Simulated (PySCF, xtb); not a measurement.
Si(H)3(nPr) (C3H10Si), SMILES C([SiH3])CC. One conformer was computed; it need not be the lowest.

Harmonic wavenumbers (cm⁻¹) from GFN2-xTB (xtb) at its own minimum, in rising order: 93, 120, 200, 235, 348, 510, 538, 734, 758, 786, 792, 798, 842, 954, 1013, 1078, 1117, 1230, 1250, 1287, 1354, 1415, 1487, 1500, 1505, 1508, 2251, 2255, 2260, 2952, 2965, 2973, 2977, 3024, 3026, 3032.

Problem. What does PBE-D3(BJ)/def2-SVP run with PySCF give at its own minimum? (The exact figures need the calculation; the answer reports its results.)

Solution. 95, 141, 176, 254, 333, 498, 574, 713, 726, 810, 888, 890, 912, 917, 989, 1033, 1068, 1171, 1186, 1275, 1309, 1346, 1381, 1414, 1419, 1428, 2151, 2158, 2162, 2955, 2963, 2964, 2994, 3017, 3050, 3056. Paired by order, the mean absolute difference is 45 cm⁻¹ and the zero-point energies are 73.1 and 72.1 kcal/mol.
